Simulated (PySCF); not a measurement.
**Working out the ionisation energy of Kr²⁺**

Kr²⁺ [Ar] 3d10 4s2 4p4 (3P) → Kr³⁺ [Ar] 3d10 4s2 4p3 (4S). All numbers are calculated (PySCF 2.14, scalar relativity by spin-free X2C-1e, in aug-cc-pVDZ-DK). Frozen: [Ar] 3d10. Energies in hartree (1 hartree = 27.21139 eV):

```tsv
part	Kr²⁺ (lower)	Kr³⁺ (upper)
UHF	-2786.714897	-2785.456978
MP2 opposite-spin	-0.056877	-0.044447
MP2 same-spin	-0.018387	-0.015272
```

Problem. What does Hartree-Fock give?

Solution. (-2785.456978) − (-2786.714897) = 1.257919 hartree = 34.230 eV.

Problem. What do MP2 and SCS-MP2 (6/5 opposite-spin, 1/3 same-spin) give?

Solution. The opposite-spin parts differ by 0.338 eV and the same-spin parts by 0.085 eV. MP2: 34.230 + (0.338) + (0.085) = 34.653 eV. SCS-MP2: 34.230 + 1.2 × (0.338) + (0.085)/3 = 34.664 eV.

A first-order spin-orbit estimate adds 0.236 eV to MP2 (valence), giving 34.889 eV against 35.838 ± 0.02 eV (measured; NIST Atomic Spectra Database, ionization energies).

A double-zeta basis recovers only part of the correlation energy.

What remains against the reference includes basis incompleteness, the frozen core and correlation beyond second order.
